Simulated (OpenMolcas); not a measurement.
## Ni2+ in a point-charge field

Ni2+ among 5 point charges of -2.5 e arranged as a trigonal bipyramid (D3h), 1.92 Å from the ion, with the axial distance 1.824 Å. The active orbitals were held to one l.

- Program: OpenMolcas
- Method: CASSCF
- Basis: ANO-RCC-VDZP [5s4p2d1f]
- Scalar Hamiltonian: DKH2, point nucleus
- Active space: 8 electrons in 5 orbitals (3d)
- State averaging: 2S+1 = 3 even, 10 roots; 2S+1 = 1 even, 15 roots
- Spin-orbit coupling: RASSI with atomic mean-field integrals over the reference wave functions

The lowest spin-free states (labels of D3, the rotations of D3h), above the lowest:

| State | Degeneracy | E (cm-1) | Free-ion L (%) |
| --- | --- | --- | --- |
| 3E | 2 | 0.0 | F (100) |
| 3E | 2 | 2913 | F (93) |
| 3A2 | 1 | 7130 | F (99) |
| 2S+1 = 3 | 2 | 8457 | F (100) |
| 1A1 | 1 | 14257 | D (62) |
| 1E | 2 | 18000 | D (94) |
| 1E | 2 | 20079 | D (64) |
| 3E | 2 | 22893 | P (93) |
| 1E | 2 | 27245 | G (64) |
| 1A1 | 1 | 28230 | G (63) |
| 3A2 | 1 | 28914 | P (99) |
| 1E | 2 | 29255 | G (94) |
| 2S+1 = 1 | 2 | 32983 | G (100) |
| 1E | 2 | 35110 | G (100) |
| 1A1 | 1 | 66823 | S (98) |

The lowest levels with spin-orbit coupling:

| E (cm-1) | Degeneracy | Label | 2S+1 | g |
| --- | --- | --- | --- | --- |
| 0.0 | 2 |  | 3 | 0.00 0.00 8.00 |
| 475.3 | 2 | E | 3 | 0.00 0.00 4.12 |
| 1150 | 2 | E | 3 | 0.00 0.00 0.18 |
| 3475 | 2 | E | 3 | 0.00 0.00 5.87 |
| 3578 | 1 | A1 | 3 |  |
| 3697 | 2 | E | 3 | 0.00 0.00 1.89 |
| 3980 | 1 | A2 | 3 |  |
| 7984 | 2 | E | 3 | 0.00 0.00 3.93 |
| 8112 | 1 | A1 | 3 |  |
| 8158 | 2 | E | 3 | 0.00 0.00 10.00 |
| 9224 | 2 |  | 3 | 0.00 0.00 6.01 |
| 10143 | 2 | E | 3 | 0.00 0.00 2.02 |
| 15063 | 1 | A1 | 1 |  |
| 18670 | 2 | E | 1 | 0.00 0.00 4.05 |
| 20700 | 2 | E | 1 | 0.00 0.00 2.01 |
| 23459 | 2 | E | 3 | 0.00 0.00 5.93 |
| 23656 | 2 | E | 3 | 0.00 0.00 2.00 |
| 23890 | 1 | A1 | 3 |  |
| 23963 | 1 | A2 | 3 |  |
| 27998 | 2 | E | 1 | 0.00 0.00 2.09 |

Powder χT (cm3 K/mol): 2 at 2 K, 2.02 at 10 K, 2.13 at 50 K, 2.26 at 100 K, 2.47 at 200 K, 2.57 at 300 K. The effective moment at 300 K is 2.828 √(χT) = 4.53 μB.

The lowest level has 2S+1 = 3, for which the spin-only value is χT = S(S+1) / 2 = 1.000 cm3 K/mol (g = 2). The computed 2.569 at 300 K differs by +1.569, through orbital momentum, spin-orbit coupling and any other state in reach.

An orbital doublet at a regular site is open to a Jahn-Teller distortion, which this geometry leaves out. Without dynamic correlation the repulsion within the d shell is too large (B by tens of per cent), so at a given field states of lower spin stand too high. This is an electrostatic model: the charges have no orbitals. An unlabelled pair can be two single states that coincide in this model. No measured value stands beside these numbers.

The RASSCF and RASSI steps took 5.5 s on 1 thread of Arm Neoverse V1, on a shared host; the integral step is not counted.

A state without a sure symmetry label is named by its multiplicity alone. With an even number of electrons the g values are those of a degenerate or nearly degenerate non-Kramers pair.
